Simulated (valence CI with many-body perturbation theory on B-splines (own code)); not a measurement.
The numbers below are computed, except where a source is named.
# Hyperfine factors and g values of Zr27+

Method: relativistic CI+MBPT: three valence electrons over a frozen Dirac-Fock core [Ne], a basis of 11 s, 11 p, 10 d, 8 f, 5 g, 2 h functions for each j, with the one-electron correlation potential Σ1 (screened to all orders), the two-electron term Σ2, the three-electron term Σ3, Breit, model QED; selected single and double excitations, second order for the rest, scaled by the run's own slope (own B-spline code, finite nucleus).

No measured spectrum was set against this ion. As an estimate, large intervals hold to a few tenths of a per cent, small ones and those within an open d or f shell to about a per cent.

A/g_I is the dipole constant over the nuclear g factor μ/I (μ in nuclear magnetons, uniformly magnetised nucleus), B/Q the quadrupole constant per barn. Both hold the static response of the core; the bare values leave it out. Large factors of s and p1/2 electrons are usually good to 5 to 10 %; those of open d and f shells near neutrality can be off by tens of per cent, and small factors of p3/2, d and f electrons come from cancelling terms and can be off by a factor of two or in sign, in half-filled shells by more. B is blank for J = 1/2, where it vanishes, and for nearly pure S terms. Energies count from the lowest level.

Names give the largest LS component (configuration and term), which can be under half, so a name can repeat, a term be missing and a line seem to break the LS rules; names also repeat where a configuration has a term twice. Letters in brackets count levels of one name in rising energy.

```
               Level  E (eV)      g  A/g_I (MHz)  A/g_I bare  B/Q (MHz/b)  B/Q bare
      3s2 3p 2P°_1/2    0.00  0.662       140000      135000                       
      3s2 3p 2P°_3/2   20.05  1.331        25400       25300        45900     44800
       3s 3p2 4P_1/2   61.52  2.541       342000      332000                       
       3s 3p2 4P_3/2   73.53  1.708       116000      113000        37300     36300
       3s 3p2 4P_5/2   79.64  1.476       126000      123000        -8420     -8160
       3s 3p2 2D_3/2   90.56  0.858        -8110       -7220        48900     47700
       3s 3p2 2D_5/2   99.18  1.316       104000      101000        43500     42500
       3s 3p2 2P_1/2  100.03  1.156        18800       18700                       
       3s 3p2 2P_3/2  120.06  1.198       -24300      -22100       -32600    -31600
       3s 3p2 2S_1/2  120.13  1.631       405000      390000                       
       3s2 3d 2D_3/2  128.32  0.893       -12800      -11500         9210      9330
       3s2 3d 2D_5/2  130.32  1.200        21800       21700        20800     21000
         3p3 2D°_3/2  158.39  1.217        13800       14500        36500     35700
         3p3 2D°_5/2  169.27  1.172        71700       70000       -17400    -16700
    3s 3p 3d 4F°_3/2  169.68  0.820       -29400      -27500         4360      4560
         3p3 4S°_3/2  172.81  1.163       -22800      -20700         1440      1570
    3s 3p 3d 4F°_5/2  175.23  1.071        38400       37800         7540      7810
    3s 3p 3d 4F°_7/2  180.79  1.254        73000       71200         6710      7240
    3s 3p 3d 4P°_5/2  184.18  1.456        75200       73500        15800     15800
    3s 3p 3d 4D°_3/2  184.31  1.344        53600       52900         9180      9050
    3s 3p 3d 4D°_1/2  184.64  0.316      -113000     -108000                       
         3p3 2P°_1/2  185.94  0.616        83300       80000                       
    3s 3p 3d 4F°_9/2  192.83  1.331        61800       60500        56400     55700
         3p3 2P°_3/2  195.29  1.223        10600       11400       -11400    -11100
3s 3p 3d 2F°_5/2 [a]  195.58  0.947        23700       23400        30300     30100
    3s 3p 3d 4D°_7/2  198.47  1.389        72500       71000        -4180     -3860
    3s 3p 3d 4D°_5/2  198.52  1.341        72300       70800        -4540     -4580
    3s 3p 3d 4P°_1/2  198.85  2.413       238000      231000                       
3s 3p 3d 4P°_3/2 [a]  199.13  1.314         3540        4870       -15200    -15000
3s 3p 3d 4P°_3/2 [b]  199.77  1.210        51800       50800       -13300    -12900
3s 3p 3d 2D°_5/2 [a]  205.07  1.255        88000       85400       -15600    -14900
3s 3p 3d 2F°_7/2 [a]  213.36  1.142         9680       10200        56000     55400
    3s 3p 3d 2D°_3/2  214.17  1.083         5050        5730        -6220     -5820
3s 3p 3d 2F°_7/2 [b]  222.77  1.157        51300       50100        49900     49400
3s 3p 3d 2F°_5/2 [b]  223.40  0.898       -23300      -21600        42500     42000
3s 3p 3d 2P°_1/2 [a]  223.66  0.647      -143000     -137000                       
3s 3p 3d 2P°_1/2 [b]  227.34  0.659        63200       61100                       
3s 3p 3d 2P°_3/2 [a]  229.94  1.225       105000      102000         8270      8450
3s 3p 3d 2D°_5/2 [b]  230.84  1.152       -24600      -22600       -24600    -23600
3s 3p 3d 2P°_3/2 [b]  231.86  1.107        -3000       -1800       -33300    -32400
```

Problem. Take the isotope of mass number 91, with I = 5/2, μ = -1.3022 μN and Q = -0.176 b. What is the hyperfine structure of 3s 3p2 2P_1/2?

Solution. From the table A = -9770 MHz. Shifts from the centre of gravity in MHz: F = 2: 17100, F = 3: -12200.
